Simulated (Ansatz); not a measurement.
Gas-phase electronic energies from Ansatz, PBE0-D4/def2-TZVP geometries. CCSD(T)/CBS adds triple-zeta CCSD(T) − MP2 to the extrapolated MP2 energy (def2 sets, frozen cores). This one scheme is used for every species. Functionals use def2-TZVPP.

`C#C[SiH2]C#N` + H₂ → `N#C[SiH3]` + `C#C`  (hydrogenolysis of the Si–C bond)

CCSD(T)/CBS gives +14.8 kJ/mol.

Problem. Another level gave +5.4 kJ/mol. Which?
A. PBE/def2-TZVPP
B. r2SCAN/def2-TZVPP
C. revPBE-D4/def2-TZVPP
D. LC-ωPBE/def2-TZVPP

Solution. D. LC-ωPBE 5.4, r2SCAN 17.3, revPBE-D4 21.4, PBE 12.1 kJ/mol.

Largest T1 diagnostic among the species: 0.014.

From r2SCAN to r2SCAN0 (25 % exact exchange), in def2-TZVPP and without D4, ΔE moves by −4.3 kJ/mol. In def2-TZVPP, CCSD(T) changes the Hartree–Fock value by +17.3 kJ/mol (the triples alone add +4.7 kJ/mol) and MP2 by +26.0 kJ/mol. At CCSD(T), def2-SVP lies −12.4 kJ/mol from the extrapolated value and def2-TZVPP −1.9 kJ/mol.
